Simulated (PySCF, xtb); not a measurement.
C3H7Ga, SMILES [CH2](C=C)[GaH2]. One conformer was computed; it need not be the lowest.

Harmonic wavenumbers (cm⁻¹) from GFN2-xTB in xtb at its own minimum, in rising order: 38, 108, 156, 346, 394, 416, 456, 622, 658, 686, 859, 943, 987, 1003, 1057, 1156, 1284, 1392, 1429, 1500, 1589, 1671, 2901, 2926, 3024, 3046, 3122.

What does PBE-D3(BJ)/def2-SVP in PySCF give at its own minimum? (The exact figures need the calculation; the answer reports its results.)

97, 300, 346, 407, 431, 468, 536, 686, 697, 745, 835, 904, 916, 977, 996, 1163, 1259, 1362, 1405, 1573, 1927, 1940, 3052, 3068, 3080, 3149, 3186. Paired by order, the mean absolute difference is 86 cm⁻¹ and the zero-point energies are 48.3 and 50.8 kcal/mol.
